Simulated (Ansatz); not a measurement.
Basis-set series for C$_{2}$H$_{5}$Cl$_{2}$InO (`CC[O][In]([Cl])[Cl]`). The species carries charge 0 and has multiplicity 1. In takes the def2 core potential. The geometry is a stationary point of PBE0-D4/def2-TZVP. It is one conformer, not always the lowest.

| functional | basis | functions | energy (Eh) | HOMO (eV) | LUMO (eV) |
| --- | --- | --- | --- | --- | --- |
| PBE0-D4 | def2-SVP | 129 | -1264.20601 | -8.10 | -2.32 |
| PBE0-D4 | def2-TZVPP | 297 | -1264.71226 | -8.23 | -2.44 |
| ωB97M-V | def2-SVP | 129 | -1264.51311 | -10.45 | -0.27 |
| ωB97M-V | def2-TZVPP | 297 | -1265.02312 | -10.62 | -0.49 |

(1) Give the rows for def2-QZVPP. (Best estimate.)

## Answers

(1) Ansatz gave: 
| functional | basis | functions | energy (Eh) | HOMO (eV) | LUMO (eV) |
| --- | --- | --- | --- | --- | --- |
| PBE0-D4 | def2-QZVPP | 543 | -1264.74986 | -8.26 | -2.48 |
| ωB97M-V | def2-QZVPP | 543 | -1265.05913 | -10.65 | -0.62 |
